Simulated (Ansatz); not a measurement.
Consider the ligand exchange at the Al–Cl bond: `[CH3][Al]([Cl])[BH]O` + H–F → `[CH3][Al]([F])[BH]O` + HCl.

Computed with Ansatz on PBE0-D4/def2-TZVP structures; ΔE is electronic, products minus reactants. CCSD(T)/CBS adds triple-zeta CCSD(T) − MP2 to the extrapolated MP2 energy (def2 sets, frozen cores). This one scheme is used for every species. Functionals use def2-TZVPP. Each species was taken in one conformer, which may not be the lowest.

```json
{"species": "`[CH3][Al]([Cl])[BH]O`", "PBE0 energy (Eh)": "-843.57015"}
{"species": "H–F", "PBE0 energy (Eh)": "-100.39405"}
{"species": "`[CH3][Al]([F])[BH]O`", "PBE0 energy (Eh)": "-483.30408"}
{"species": "HCl", "PBE0 energy (Eh)": "-460.66547"}
```

(1) Work out ΔE.

Largest T1 diagnostic among the species: 0.013.

Answers

(1) ΔE = (-483.30408) + (-460.66547) − (-843.57015) − (-100.39405) = -0.00535 Eh = -0.15 eV. CCSD(T)/CBS gives -0.17 eV.

The D4 term adds +0.05 eV with B3LYP and +0.03 eV with PBE0; it sums over pairs of atoms, weighted by their polarisabilities, and B3LYP, whose exchange is more repulsive, gets the larger term. From PBE to PBE0 (25 % exact exchange), in def2-TZVPP and without D4, ΔE moves by +0.04 eV.

B3LYP here is the variant with VWN-RPA as its local correlation; programs differ in this.
